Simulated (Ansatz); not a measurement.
System: methyl(methylsilyloxy)silane, C$_{2}$H$_{10}$OSi$_{2}$, charge 0, multiplicity 1. SMILES: [SiH2](O[SiH2]C)C
Coordinates optimised at B3LYP-D3(BJ)/def2-TZVP (Ansatz, an electronic-structure program):
```
O
Si 1 1.6405
Si 1 1.6405 2 147.22
H 3 1.4845 1 109.29 2 60.66
H 2 1.4845 1 109.30 3 -60.48
H 3 1.4846 4 108.28 1 118.97
H 2 1.4846 5 108.28 1 -118.97
C 2 1.8623 5 110.45 7 -121.06
H 8 1.0917 2 110.90 5 -59.90
H 8 1.0917 9 108.20 2 121.85
H 8 1.0927 9 108.10 10 116.84
C 3 1.8623 4 110.45 6 121.07
H 12 1.0917 3 110.92 4 -179.53
H 12 1.0917 13 108.20 3 121.84
H 12 1.0927 13 108.10 14 116.84
```
Charge 0, spin multiplicity 1.

Cost and difference of B3LYP with Ansatz in habitual basis sets for the atomisation energy (kcal/mol). Conventions: frozen cores in correlated levels; six Cartesian d functions in 6-31G* and its kin unless marked 5d; 6-311+G** with 5d, 6d on Na to Ar in Ansatz; LANL2DZ with its own core potentials from Na on; no spin-orbit coupling; non-relativistic; atomisation electronic, to ground-state atoms; dispersion terms only where a functional's name holds one; UHF or UKS for open shells. CBS(X,Y): correlation extrapolated as X^-3; Hartree-Fock from the larger set. First-principles rows: single points at B3LYP-D3(BJ) geometries (Ansatz). Costs are core time of energy and forces over that of the cheapest set, on one shared machine, to one figure and rough; under a factor of 2 they don't order.

Coupled cluster (Ansatz) is a level with limits of its own, used here on species with T1 under 0.025 (0.045 for open shells) and stable references: CCSD(T)/CBS(cc-pV(T+d)Z,cc-pV(Q+d)Z).

Value to compare with: 1312.6 kcal/mol.

```
level            relative cost  atomisation energy (kcal/mol)  difference
---------------  -------------  -----------------------------  ----------
B3LYP/STO-3G                1×                         1574.6       262.0
B3LYP/LANL2DZ               1×                         1238.7       -73.9
B3LYP/3-21G                 1×                         1246.6       -66.0
B3LYP/6-31G                 2×                         1207.6      -105.0
B3LYP/6-31G*                2×                         1282.0       -30.6
B3LYP/cc-pVDZ               3×                         1256.2       -56.4
B3LYP/def2-SVP              3×                         1287.3       -25.3
B3LYP/6-31G**               3×                         1290.8       -21.8
B3LYP/6-31+G*               3×                         1276.5       -36.1
B3LYP/6-311+G**             5×                         1278.4       -34.2
```

The dearest set gives -34.2 kcal/mol. A small set can land close by cancelling terms.
